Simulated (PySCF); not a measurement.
Zr(Cl)2(NH2)(Me) (CH₅Cl₂NZr), SMILES [CH3][Zr]([NH2])([Cl])[Cl], multiplicity 1.

The structure is a stationary point at PBE-D3(BJ)/def2-SVP. The multiplicity is an assumed one; no other spin state was optimised. The structure was generated by enumeration; whether it is a known compound was not checked. The def2 effective core potentials stand for the cores of Zr; spin–orbit coupling is left out. Other conformers were not sampled.

Level of theory: PySCF with PBE/def2-TZVP.

The molecule is in vacuum.

Computed frontier levels, gap, dipole moment and polarisability:
The highest occupied level comes out as -6.56 eV and the lowest empty level is -2.66 eV. The orbital gap is 3.90 eV. The dipole moment is 2.63 D and the quadrupole, principal values (traceless, Buckingham form, about the centre of nuclear charge) is -6.36, -3.58, 9.94 D·Å. The mean static polarisability is 92.4 bohr³ (13.69 Å³) and the polarisability, principal values is 87.6, 92.3, 97.2 bohr³.
